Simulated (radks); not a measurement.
Values are calculated unless marked as measured or tabulated.
Task: Coherent X-ray form factor from a spherical all-electron density. Level of theory: Dirac Kohn-Sham, PBE, spin-unpolarised, spherical densities, finite nucleus; Fermi nuclear charge, rms radius of each element as measured or else 0.836 A^(1/3) + 0.57 fm (a radial shooting solver on a logarithmic mesh with Libxc functionals).

sin(theta)/lambda (1/angstrom),f0 (electrons)
0.05,54.306
0.1,52.373
0.15,49.580
0.2,46.383
0.25,43.167
0.3,40.174
0.4,35.135
0.5,31.135
0.6,27.785
0.8,22.483
1,18.889
1.25,15.990
1.5,13.763
2,9.866

The species is in the configuration that NIST lists as its ground one. Which atom or ion scatters so?

Result: The cerium ion Ce3+, [Xe] 4f1. Extrapolating in s^2 from the first two rows gives f0(0) = 55.0, near the electron count 55; among species with that count, the fall with angle is slower the higher Z, and the table is that of Z = 58; from so few rows the species is fixed only to a neighbour or two.
